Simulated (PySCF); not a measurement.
C3H4ClFSi. Atoms are numbered in the order given.

```xyz
10

C      2.3979    -0.0549    -1.6062
C      1.4672     0.1150    -0.8224
Si     0.0579     0.3715     0.3147
Cl     0.0690    -1.0926     1.7999
C     -1.5851     0.1937    -0.6307
F     -1.6621     1.2072    -1.5834
H      3.2197    -0.2035    -2.2953
H      0.1639     1.7192     0.9551
H     -1.6420    -0.8000    -1.1297
H     -2.4464     0.2690     0.0719
```

The structure is a stationary point at PBE-D3(BJ)/def2-SVP. The structure was generated by enumeration; whether it is a known compound was not checked. One conformer was computed; it need not be the lowest.

All values below come from PBE0/pcSseg-1 in PySCF.

GIAO shieldings, no solvent; atoms listed in one row are averaged. δ = σ(ref) − σ: ¹³C against TMS (σ = 186.3 ppm); ²⁹Si against TMS (σ = 352.7 ppm); ³⁵Cl against HCl (σ = 945.9 ppm); ¹⁹F against CFCl3 (σ = 167.2 ppm); ¹H against TMS (σ = 31.56 ppm), references at their B3LYP-D3(BJ)/def2-TZVP geometries, non-relativistic (without spin–orbit terms, shifts of atoms bonded to Cl or Br come out too high).

Computed chemical shifts:
```tsv
nucleus	atoms	count	δ (ppm)
¹³C	C1	1	110.7
¹³C	C2	1	87.9
¹³C	C5	1	81.9
²⁹Si	Si3	1	-25.8
³⁵Cl	Cl4	1	-14.9
¹⁹F	F6	1	-295.9
¹H	H8	1	5.67
¹H	H9	1	5.12
¹H	H10	1	5.00
¹H	H7	1	3.20
```
